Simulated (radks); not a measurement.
Species: Bi+. Configuration: [Hg] 6p2.

Method: scalar-relativistic Kohn-Sham, PBEsol, spin-polarised, spherical densities, point nucleus; open shells are filled with parallel spins first (spin-orbit coupling, left out, can overturn this in heavy ions); computed with a radial shooting solver on a logarithmic mesh with Libxc functionals.

Energy parts (hartree):
total: -21524.8059
kinetic: 24423.2795
electron-nucleus: -53796.9271
Hartree: 8237.5122
exchange-correlation: -388.6705

Orbitals (lengths in bohr, moments of r in powers of bohr; <r^-3> diverges for s and p1/2; r(90%) holds 90 % of the orbital's charge):
\begin{tabular}{lrrrrrr}
orbital & occ. & eigenvalue (hartree) & <r^-3> & <r> & <r^2> & r(90%) \\ \hline
1s up & 1 & -3331.916 & - & 0.01579 & 0.0003460 & 0.0290 \\
1s down & 1 & -3331.915 & - & 0.01579 & 0.0003460 & 0.0290 \\
2s up & 1 & -598.9033 & - & 0.06647 & 0.005243 & 0.103 \\
2s down & 1 & -598.9029 & - & 0.06647 & 0.005243 & 0.103 \\
2p up & 3 & -512.2942 & 31030 & 0.06055 & 0.004487 & 0.0989 \\
2p down & 3 & -512.2935 & 31030 & 0.06055 & 0.004487 & 0.0989 \\
3s up & 1 & -144.7866 & - & 0.1716 & 0.03370 & 0.252 \\
3s down & 1 & -144.7860 & - & 0.1716 & 0.03370 & 0.252 \\
3p up & 3 & -120.0515 & 7232 & 0.1738 & 0.03503 & 0.260 \\
3p down & 3 & -120.0508 & 7232 & 0.1738 & 0.03503 & 0.260 \\
3d up & 5 & -95.23242 & 871.1 & 0.1575 & 0.02902 & 0.244 \\
3d down & 5 & -95.23183 & 871.1 & 0.1575 & 0.02902 & 0.244 \\
4s up & 1 & -33.44799 & - & 0.3771 & 0.1604 & 0.540 \\
4s down & 1 & -33.44701 & - & 0.3771 & 0.1604 & 0.540 \\
4p up & 3 & -25.34526 & 1792 & 0.4027 & 0.1842 & 0.583 \\
4p down & 3 & -25.34420 & 1792 & 0.4027 & 0.1842 & 0.583 \\
4d up & 5 & -16.09484 & 191.5 & 0.4226 & 0.2060 & 0.628 \\
4d down & 5 & -16.09363 & 191.5 & 0.4226 & 0.2060 & 0.628 \\
4f up & 7 & -5.90663 & 39.36 & 0.4411 & 0.2322 & 0.698 \\
4f down & 7 & -5.90526 & 39.36 & 0.4410 & 0.2322 & 0.698 \\
5s up & 1 & -6.09712 & - & 0.8305 & 0.7726 & 1.18 \\
5s down & 1 & -6.09439 & - & 0.8305 & 0.7725 & 1.18 \\
5p up & 3 & -3.81935 & 344.1 & 0.9482 & 1.013 & 1.37 \\
5p down & 3 & -3.81654 & 344.2 & 0.9476 & 1.012 & 1.36 \\
5d up & 5 & -1.29428 & 24.21 & 1.237 & 1.771 & 1.86 \\
5d down & 5 & -1.28494 & 24.50 & 1.227 & 1.739 & 1.84 \\
6s up & 1 & -0.83396 & - & 2.130 & 5.103 & 3.09 \\
6s down & 1 & -0.78722 & - & 2.105 & 4.995 & 3.06 \\
6p up & 2 & -0.44407 & 31.84 & 2.772 & 8.704 & 4.07 \\
6p down & 0 & -0.38729 & 32.44 & 2.788 & 8.857 & 4.13 \\
\end{tabular}

The highest occupied level is 6p up at -12.084 eV. Spin moment in Bohr magnetons: 2. For comparison, the ionisation energy in NIST's Atomic Spectra Database is 16.703 eV (measured). In exact Kohn-Sham theory the highest level is minus the ionisation energy, but local and semilocal functionals leave it too shallow, through self-interaction and a potential that decays too fast; potentials with the right tail come closer. The density falls to 0.001 e/bohr^3 at r = 4.31 bohr.
